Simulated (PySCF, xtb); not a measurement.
(E)-1-chloro-3,3-difluoroprop-1-ene (C₃H₃ClF₂), SMILES FC(F)/C=C/Cl.

GFN2-xTB run with xtb 6.7.1 at its own geometry gives an orbital gap of 4.49 eV and a dipole moment of 2.09 D.

Geometry: PBE-D3(BJ)/def2-SVP. The values are those of a single conformer.

### Question
What does PBE/def2-TZVP (PySCF) give? (An estimate is asked for; the answer gives what the named calculation found.)

### Answer
gap 4.81 eV (levels -6.74 and -1.93 eV), dipole 1.37 D.
